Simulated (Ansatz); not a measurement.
H$_{3}$Al, triplet, geometry from GFN2-xTB (such geometries of metal compounds can be far from the true shape) (a higher spin typed on purpose: for a closed-shell molecule this is an excited state). Base run: HF/def2-SVP (Ansatz, a quantum-chemistry and plane-wave program).

The Ansatz input:
Ansatz 0.2 input:
```yaml
crystal:
  periodic: [false, false, false]
  atoms:
    - {symbol: Al, position_ang: [-0.00852086, 0.11601664, 0.09405889]}
    - {symbol: H, position_ang: [0.59235466, -1.44177485, 0.61327871]}
    - {symbol: H, position_ang: [-0.41209475, 1.22776837, -0.98292216]}
    - {symbol: H, position_ang: [-0.06948873, -1.29420984, -0.85312208]}
basis:
  gaussian:
    orbitals: def2-SVP
hamiltonian:
  xc: hf
magnetization: {spin_polarized: true, initial_magnetization: 2}
```

The bond that is stretched is that between atoms 2 and 1. A test that says stable can miss a lower solution.

The base run was repeated with changes; each row names its change, and settings that it needs were set with it.

```tsv
change	ΔE vs base (eV)	<S^2>	stability test says
base	0.00	2.025	minimum
spin_polarized = on; lower_state_search = off	0.00	2.025	undecided (no full test)
spin_polarized = on; lower_state_search = standard	0.00	2.025	minimum
bond × 1.25	-0.26	2.022	minimum
spin_polarized = on; lower_state_search = off; bond × 1.25	-0.26	2.022	undecided (no full test)
spin_polarized = on; lower_state_search = standard; bond × 1.25	-0.26	2.022	minimum
bond × 1.5	-0.51	2.010	minimum
spin_polarized = on; lower_state_search = off; bond × 1.5	-0.51	2.010	undecided (no full test)
spin_polarized = on; lower_state_search = standard; bond × 1.5	-0.51	2.010	minimum
bond × 1.8	-0.66	2.006	minimum
spin_polarized = on; lower_state_search = off; bond × 1.8	-0.66	2.006	undecided (no full test)
spin_polarized = on; lower_state_search = standard; bond × 1.8	-0.66	2.006	minimum
bond × 2.2	-0.72	2.004	minimum
spin_polarized = on; lower_state_search = off; bond × 2.2	-0.72	2.004	undecided (no full test)
spin_polarized = on; lower_state_search = standard; bond × 2.2	-0.72	2.004	minimum
bond × 3.0	-0.72	2.004	minimum
spin_polarized = on; lower_state_search = off; bond × 3.0	-0.72	2.004	undecided (no full test)
spin_polarized = on; lower_state_search = standard; bond × 3.0	-0.72	2.004	minimum
```

On stretching, the SCF can end on different states; <S^2> shows the spin contamination of each.
